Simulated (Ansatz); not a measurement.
Program: Ansatz. Geometries: PBE0-D4/def2-TZVP. ΔE: electronic, gas phase. CBS: MP2 limit from def2 TZ/QZ plus the TZ coupled-cluster correction, frozen cores. DFT in def2-TZVPP. B3LYP here is the variant with VWN-RPA as its local correlation; programs differ in this. HSE06 is defined as in plane-wave codes. For Br, Ga outer-core shells are correlated without core-valence functions, which leaves a few kJ/mol of doubt a bond. Scalar relativity is left out up to krypton. One conformer a species, not always the lowest.

`C[SiH](S)CF` + `[OH][Ga]([SH])[Br]` → `C[O][Ga]([SH])[Br]` + `FC[SiH2]S`  (substitution at a C–Si bond)

`C[SiH](S)CF`:

Z-matrix (Å, degrees):
```
C
Si 1 1.861
H 1 1.093 2 109.8
H 1 1.091 2 110.9 3 -120.2
H 1 1.093 2 111.0 3 119.4
S 2 2.143 1 113.2 3 -177.9
C 2 1.894 1 110.1 3 -56.8
H 2 1.485 1 111.7 3 65.1
H 6 1.344 2 94.6 1 53.8
F 7 1.395 2 110.0 1 53.0
H 7 1.096 2 111.3 1 -66.7
H 7 1.095 2 111.3 1 173.2
```

`[OH][Ga]([SH])[Br]`:

Z-matrix (Å, degrees):
```
Ga
S 1 2.188
Br 1 2.265 2 119.1
O 1 1.774 2 125.0 3 179.9
H 2 1.344 1 93.7 3 180.0
H 4 0.960 1 114.4 2 0.0
```

`C[O][Ga]([SH])[Br]`:

```xyz
9

C     0.853   -1.208   -0.629
O    -0.315   -0.457   -0.385
Ga   -0.376    1.007    0.604
S    -2.280    2.029    0.856
Br    1.534    1.774    1.581
H     0.705   -2.234   -0.279
H     1.051   -1.235   -1.705
H     1.738   -0.800   -0.128
H    -2.911    1.124    0.086
```

`FC[SiH2]S`:

Z-matrix (Å, degrees):
```
C
Si 1 1.892
F 1 1.393 2 109.3
H 1 1.096 2 111.5 3 -119.5
H 1 1.095 2 111.3 3 119.5
S 2 2.132 1 110.6 3 -60.8
H 2 1.485 1 109.2 3 -177.2
H 2 1.485 1 108.7 3 62.3
H 6 1.345 2 93.4 1 56.7
```

| level | ΔE (kJ/mol) | difference from CCSD(T)/CBS |
| --- | --- | --- |
| LDA (SPW92) | 97.8 | -5.5 |
| PBE-D4 | 99.0 | -4.3 |
| BLYP-D4 | 92.4 | -10.9 |
| r2SCAN-D4 | 102.4 | -0.9 |
| B97M-V | 100.8 | -2.5 |
| PBE0-D4 | 101.4 | -1.9 |
| B3LYP-D4 | 94.8 | -8.5 |
| r2SCANh-D4 | 103.0 | -0.3 |
| r2SCAN0-D4 | 103.7 | 0.4 |
| HSE06-D4 | 101.3 | -2.0 |
| BHLYP-D4 | 95.1 | -8.2 |
| CAM-B3LYP-D4 | 94.7 | -8.6 |
| ωB97X-V | 96.4 | -6.9 |
| ωB97M-V | 102.4 | -0.9 |
| B2PLYP | 97.7 | -5.6 |
| PBE-QIDH | 103.8 | 0.5 |
| PBE | 98.0 | -5.3 |
| revPBE | 97.8 | -5.5 |
| r2SCAN | 102.1 | -1.2 |
| PBE0 | 100.5 | -2.8 |
| B3LYP | 93.4 | -9.9 |
| r2SCANh | 102.7 | -0.6 |
| r2SCAN0 | 103.4 | 0.1 |
| HSE06 | 100.6 | -2.7 |
| BHLYP | 94.1 | -9.2 |
| LC-ωPBE | 101.8 | -1.5 |
| HF/def2-SVP | 73.2 | -30.1 |
| MP2/def2-SVP | 87.6 | -15.7 |
| CCSD/def2-SVP | 78.6 | -24.7 |
| CCSD(T)/def2-SVP | 78.2 | -25.1 |
| MP2/def2-TZVPP | 107.0 | 3.7 |
| SCS-MP2/def2-TZVPP | 99.1 | -4.2 |
| CCSD/def2-TZVPP | 98.7 | -4.6 |
| CCSD(T)/def2-TZVPP | 99.4 | -3.9 |
| HF/def2-QZVPP | 88.2 | -15.1 |
| MP2/def2-QZVPP | 109.2 | 5.9 |
| SCS-MP2/def2-QZVPP | 101.6 | -1.7 |
| HF/CBS(def2) | 88.2 | -15.1 |
| MP2/CBS(def2) | 110.8 | 7.5 |
| CCSD/CBS(def2) | 102.5 | -0.8 |
| CCSD(T)/CBS | 103.3 | 0 |

Largest T1 diagnostic among the species: 0.012.

At CCSD(T), def2-SVP lies −25.1 kJ/mol from the extrapolated value and def2-TZVPP −3.9 kJ/mol. From BLYP to BHLYP (50 % exact exchange), in def2-TZVPP and without D4, ΔE moves by +3.4 kJ/mol.
